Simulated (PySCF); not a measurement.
## Fractional electron number in Te²⁺ (tellurium, charge +2)

The 5p alpha orbital of [Kr] 4d10 5s2 5p2 is emptied in steps (occupation f), with all orbitals relaxed, ending at [Kr] 4d10 5s2 5p1. All numbers are calculated (PySCF 2.14, scalar relativity by spin-free X2C-1e, in aug-cc-pVTZ-DK3 (8s7p5d2f, 68 functions)). The exact energy is a straight line in f; departures are measured from the line between the end points of the same method.

**Question.** Among UHF, LDA, PBE, PBE0, r2SCAN, LC-wPBE, BHandHLYP, wB97X, HSE06, TPSS, which shows the largest delocalisation error (convex curve), and which is closest to linear?

**Answer.** Most convex: LDA (-1.121 eV at f = 0.4); closest to linear: UHF (0.088 eV).

```json
{"f": "1", "UHF (eV)": "0.000", "LDA (eV)": "0.000", "PBE (eV)": "0.000", "PBE0 (eV)": "0.000", "r2SCAN (eV)": "0.000", "LC-wPBE (eV)": "0.000", "BHandHLYP (eV)": "0.000", "wB97X (eV)": "0.000", "HSE06 (eV)": "0.000", "TPSS (eV)": "0.000"}
{"f": "0.8", "UHF (eV)": "0.060", "LDA (eV)": "-0.747", "PBE (eV)": "-0.722", "PBE0 (eV)": "-0.527", "r2SCAN (eV)": "-0.680", "LC-wPBE (eV)": "-0.089", "BHandHLYP (eV)": "-0.352", "wB97X (eV)": "-0.147", "HSE06 (eV)": "-0.597", "TPSS (eV)": "-0.702"}
{"f": "0.6", "UHF (eV)": "0.088", "LDA (eV)": "-1.121", "PBE (eV)": "-1.082", "PBE0 (eV)": "-0.787", "r2SCAN (eV)": "-1.009", "LC-wPBE (eV)": "-0.129", "BHandHLYP (eV)": "-0.527", "wB97X (eV)": "-0.223", "HSE06 (eV)": "-0.895", "TPSS (eV)": "-1.050"}
{"f": "0.4", "UHF (eV)": "0.088", "LDA (eV)": "-1.121", "PBE (eV)": "-1.080", "PBE0 (eV)": "-0.783", "r2SCAN (eV)": "-0.995", "LC-wPBE (eV)": "-0.125", "BHandHLYP (eV)": "-0.526", "wB97X (eV)": "-0.226", "HSE06 (eV)": "-0.893", "TPSS (eV)": "-1.044"}
{"f": "0.2", "UHF (eV)": "0.058", "LDA (eV)": "-0.746", "PBE (eV)": "-0.718", "PBE0 (eV)": "-0.519", "r2SCAN (eV)": "-0.652", "LC-wPBE (eV)": "-0.079", "BHandHLYP (eV)": "-0.351", "wB97X (eV)": "-0.153", "HSE06 (eV)": "-0.594", "TPSS (eV)": "-0.691"}
{"f": "0", "UHF (eV)": "0.000", "LDA (eV)": "0.000", "PBE (eV)": "0.000", "PBE0 (eV)": "0.000", "r2SCAN (eV)": "0.000", "LC-wPBE (eV)": "0.000", "BHandHLYP (eV)": "0.000", "wB97X (eV)": "0.000", "HSE06 (eV)": "0.000", "TPSS (eV)": "0.000"}
```

```json
{"method": "UHF", "E(f=0) − E(f=1) (eV)": "26.960", "−ε at f=1 (eV)": "27.336", "−ε at f=0.4 (eV)": "26.883"}
{"method": "LDA", "E(f=0) − E(f=1) (eV)": "27.719", "−ε at f=1 (eV)": "23.059", "−ε at f=0.4 (eV)": "28.655"}
{"method": "PBE", "E(f=0) − E(f=1) (eV)": "27.483", "−ε at f=1 (eV)": "22.967", "−ε at f=0.4 (eV)": "28.397"}
{"method": "PBE0", "E(f=0) − E(f=1) (eV)": "27.554", "−ε at f=1 (eV)": "24.255", "−ε at f=0.4 (eV)": "28.227"}
{"method": "r2SCAN", "E(f=0) − E(f=1) (eV)": "27.676", "−ε at f=1 (eV)": "23.396", "−ε at f=0.4 (eV)": "28.582"}
{"method": "LC-wPBE", "E(f=0) − E(f=1) (eV)": "27.649", "−ε at f=1 (eV)": "27.081", "−ε at f=0.4 (eV)": "27.778"}
{"method": "BHandHLYP", "E(f=0) − E(f=1) (eV)": "27.458", "−ε at f=1 (eV)": "25.260", "−ε at f=0.4 (eV)": "27.900"}
{"method": "wB97X", "E(f=0) − E(f=1) (eV)": "27.320", "−ε at f=1 (eV)": "26.408", "−ε at f=0.4 (eV)": "27.493"}
{"method": "HSE06", "E(f=0) − E(f=1) (eV)": "27.541", "−ε at f=1 (eV)": "23.808", "−ε at f=0.4 (eV)": "28.295"}
{"method": "TPSS", "E(f=0) − E(f=1) (eV)": "27.481", "−ε at f=1 (eV)": "23.082", "−ε at f=0.4 (eV)": "28.383"}
```

Reference removal energy between the ground levels: 27.84 ± 0.04 eV (measured; NIST Atomic Spectra Database, ionization energies). The calculation has no spin-orbit coupling. UHF lacks correlation.
